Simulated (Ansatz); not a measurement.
Cost and result for the atomization energy of `[CH3][GaH][C](=N)F` (10 atoms, 9 bonds).

```
atom   x (Å)   y (Å)   z (Å)
  C1   1.752  -0.197  -0.481
 Ga2   0.340  -0.154   0.870
  C3  -1.490   0.330   0.229
  N4  -2.000  -0.246  -0.755
  F5  -2.191   1.267   0.936
  H6   2.116   0.820  -0.654
  H7   1.346  -0.565  -1.425
  H8   2.599  -0.813  -0.179
  H9   0.492  -0.492   2.392
 H10  -2.964   0.048  -0.933
```

Charge 0, multiplicity 1. Correlated methods include outer-core shells of Ga, which these sets cover unevenly. Scalar relativity is left out up to krypton. The structure was optimised at the PBE0-D4/def2-TZVP level. It is one conformer, not always the lowest. Program: Ansatz. Hardware: A = 2 threads of an AMD EPYC 7R13 on a shared host; B = 2 threads of an AMD EPYC 7R13 on a shared host and a share of an NVIDIA H100 80 GB. Times are those of one run each, without the atoms' runs, and a repeat can differ threefold. Electronic energies, without spin–orbit coupling; frozen cores. CCSD(T)/CBS adds CCSD(T) − MP2 in def2-TZVPP to the MP2 limit, and its time is that of the two runs behind it. T1 = 0.014. With those shells the extrapolation isn't a true limit. B3LYP takes the VWN-RPA correlation (the form of Gaussian; ORCA's B3LYP/G). HSE06 is the plane-wave form, built on full-range PBE exchange.

CCSD(T)/CBS is a level of theory with its own doubt, some kJ/mol a heavy atom from the limit and from the frozen cores, so smaller differences don't rank the functionals.

| level | functions | wall time | atomization (kJ/mol) | difference from CCSD(T)/CBS | per bond |
| --- | --- | --- | --- | --- | --- |
| LDA (SPW92)/def2-TZVPP [A] | 242 | 2.3 s | 4128.9 | 582.5 | 64.7 |
| CCSD(T)/def2-TZVPP [B] | 242 | 4 s | 3458.4 | -88.0 | -9.8 |
| PBE-D4/def2-TZVPP (with forces) [A] | 242 | 4.1 s | 3652.7 | 106.3 | 11.8 |
| PBE0-D4/def2-TZVPP [A] | 242 | 4.6 s | 3556.6 | 10.2 | 1.1 |
| MP2/def2-QZVPP [B] | 467 | 5 s | 3581.1 | 34.7 | 3.9 |
| HSE06-D4/def2-TZVPP [A] | 242 | 5.5 s | 3559.5 | 13.1 | 1.5 |
| CAM-B3LYP-D4/def2-TZVPP [A] | 242 | 6 s | 3565.2 | 18.8 | 2.1 |
| r2SCANh-D4/def2-TZVPP [A] | 242 | 8 s | 3524.1 | -22.3 | -2.5 |
| B3LYP-D4/def2-TZVPP (with forces) [A] | 242 | 8.5 s | 3542.3 | -4.1 | -0.5 |
| CCSD(T)/CBS(def2) | – | 9 s | 3546.4 | 0.0 | 0.0 |
| PBE-QIDH/def2-TZVPP [A] | 242 | 12 s | 3521.3 | -25.1 | -2.8 |
| CCSD(T)/def2-SVP [A] | 113 | 16 s | 3348.5 | -197.9 | -22.0 |
| ωB97M-V/def2-TZVPP (with forces) [A] | 242 | 18 s | 3554.7 | 8.3 | 0.9 |

At CCSD(T), def2-SVP lies −197.9 kJ/mol from the extrapolated value and def2-TZVPP −88.0 kJ/mol: correlation converges slowly with the basis, and small sets miss more of it in the bonded molecule than in its fragments. The D4 term adds +29.4 kJ/mol with B3LYP and +15.4 kJ/mol with PBE0; it sums over pairs of atoms, weighted by their polarisabilities, and B3LYP, whose exchange is more repulsive, gets the larger term. From PBE to PBE0 (25 % exact exchange), in def2-TZVPP and without D4, the atomization energy moves by −93.4 kJ/mol: exact exchange takes away binding that semilocal exchange gives to molecules.
